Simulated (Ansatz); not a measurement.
`[SH][Cd][SH]`. Total charge 0; spin multiplicity 1. Cd: def2 effective core potential.

(1) List the harmonic frequencies (cm⁻¹, unscaled) at PBE0-D4/def2-TZVP in Ansatz. (Estimate.)

(2) Is this a minimum?

(3) Give the ideal-gas thermochemistry at 298.15 K and 1 bar (rigid rotor, harmonic oscillator; point group C2, symmetry number 2).

(4) And at 400, 500, 600, 800 and 1000 K?

Answers

(1) Computed: 85, 85, 133, 310, 394, 647, 648, 2706, 2706.

(2) Yes, all 9 modes are real.

(3) Zero-point energy 46.1 kJ/mol; H(298) − E = 64.4 kJ/mol; entropy 327.2 J/(mol·K), of which translation 173.5, rotation 97.0, vibration 56.7; G(298) − E = -33.1 kJ/mol. Modes under 100 cm⁻¹ are hindered rotations or soft bends, so the harmonic entropy is rough.

(4) 
| T (K) | H − E (kJ/mol) | S (J/mol/K) | G − E (kJ/mol) |
| --- | --- | --- | --- |
| 400 | 72.7 | 351.0 | -67.7 |
| 500 | 81.2 | 369.9 | -103.8 |
| 600 | 89.9 | 385.9 | -141.6 |
| 800 | 108.0 | 411.8 | -221.4 |
| 1000 | 126.8 | 432.7 | -306.0 |
